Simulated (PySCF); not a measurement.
C2H11NSi2, SMILES C[SiH](C)N[SiH3]. Atoms are numbered in the order given.

```xyz
16

Si    -0.8583    -0.0355    -0.6086
C     -1.9113     1.5227    -0.5482
C     -1.2956    -1.2081     0.7946
N      0.8407     0.3682    -0.4512
Si     2.0428    -0.2884     0.6253
H     -1.1194    -0.7146    -1.9189
H     -2.9797     1.2829    -0.6792
H     -1.6285     2.2267    -1.3484
H     -1.7880     2.0406     0.4169
H     -2.3526    -1.5112     0.7228
H     -0.6840    -2.1246     0.7655
H     -1.1467    -0.7280     1.7753
H      1.2078     1.0212    -1.1400
H      2.3006    -1.7460     0.4086
H      3.3141     0.4552     0.3867
H      1.6495    -0.1314     2.0576
```

Coordinates come from a B3LYP-D3(BJ)/def2-SVP optimisation. The values are those of a single conformer.

All values below come from PBE/def2-TZVP in PySCF.

ESP charges are fitted to the potential on shells at 1.4 to 2.0 van der Waals radii. Atomic charges (e):

```csv
atom,meta-Löwdin,ESP fit,Mulliken
Si1,0.86,1.00,0.35
C2,-0.61,-0.81,-0.46
C3,-0.61,-0.81,-0.48
N4,-0.77,-0.76,-0.43
Si5,0.55,0.23,0.19
H6,-0.13,-0.22,-0.06
H7,0.13,0.19,0.13
H8,0.13,0.18,0.13
H9,0.13,0.20,0.13
H10,0.14,0.19,0.13
H11,0.13,0.20,0.14
H12,0.13,0.21,0.14
H13,0.24,0.35,0.21
H14,-0.11,-0.06,-0.04
H15,-0.09,-0.04,-0.03
H16,-0.11,-0.05,-0.04
```

Computed Mayer and Wiberg (Löwdin basis) orders of the bonds:
```tsv
bond	Mayer	Wiberg
Si1–C2	0.99	1.20
Si1–C3	1.00	1.19
Si1–N4	1.10	1.35
N4–Si5	1.16	1.46
Si1–H6	0.93	0.88
C2–H7	0.94	0.90
C2–H8	0.95	0.90
C2–H9	0.95	0.90
C3–H10	0.94	0.90
C3–H11	0.95	0.90
C3–H12	0.94	0.90
N4–H13	0.89	0.88
Si5–H14	0.93	0.96
Si5–H15	0.95	0.96
Si5–H16	0.93	0.96
```
